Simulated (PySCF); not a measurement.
Compound: C4H6ClNO.
Geometry (GFN2-xTB, Å), atoms numbered from 1 in this order:
```
atom  x, y, z in Å
N1     2.5942    0.3749    0.1441
C2     1.5103   -0.0963   -0.5234
O3     1.6107   -0.7215   -1.5571
C4     0.2122    0.2305    0.1183
C5    -0.9250   -0.2582   -0.3653
C6    -2.2658   -0.0022    0.2131
Cl7   -2.9083   -1.5329    0.9090
H8     2.5214    0.8493    1.0253
H9     3.5093    0.1600   -0.2143
H10    0.2308    0.8798    0.9825
H11   -0.8792   -0.9138   -1.2249
H12   -2.9808    0.3065   -0.5495
H13   -2.2344    0.7242    1.0246
```

Theory: PySCF 2.14.0, density-fitted response routines, TDDFT CAM-B3LYP/def2-SVPD, vertical, gas phase, core orbitals frozen in the response.

Transition dipole moments from the ground state, in atomic units and in the frame of the coordinates above (overall signs are arbitrary), for the states with f of 0.002 or more among the lowest 8:

| state | E (eV) | μx | μy | μz |
| --- | --- | --- | --- | --- |
| S2 | 6.098 | 1.060 | 0.075 | -0.414 |
| S3 | 6.311 | -1.259 | -0.426 | -0.204 |
| S4 | 6.451 | 0.225 | 0.048 | -0.028 |
| S5 | 6.646 | -1.012 | -0.309 | -0.112 |
| S6 | 7.306 | -0.020 | -0.198 | 0.149 |
| S7 | 7.482 | 0.549 | 0.063 | 0.006 |
| S8 | 7.625 | -0.104 | -0.163 | 0.137 |

**Question.** Work out the oscillator strengths.

**Answer.** f = (2/3) ΔE |μ|² with ΔE in hartree (27.2114 eV).

```csv
state,|μ|² (au),|μ| (D),f
S2,1.301,2.90,0.194
S3,1.809,3.42,0.280
S4,0.054,0.59,0.008
S5,1.133,2.71,0.185
S6,0.062,0.63,0.011
S7,0.306,1.41,0.056
S8,0.056,0.60,0.010
```

**Question.** Which bond between heavy atoms lies closest to the direction of the S3 transition dipole?

**Answer.** C4–C5, at 13° from it; next N1–C2 at 21°.

**Question.** What angle do the transition dipoles of S3 and S6 make?

**Answer.** |cos θ| = |μa·μb| / (|μa| |μb|) = 0.24, so θ ≈ 76° (taken between 0 and 90°, since the signs are arbitrary).

**Question.** What peak molar absorption coefficient would the strongest computed level give as a lone Gaussian band 0.3 eV wide at half height?

**Answer.** ε(max) = 2.175×10⁸ f / FWHM, with the width in cm⁻¹. S3: 2.175×10⁸ × 0.2797 / 2420 ≈ 25000 L mol⁻¹ cm⁻¹.

Rough CPU time on one thread of a shared machine: about 90 s (grids of density and orbitals included).

One conformer stands for the species.
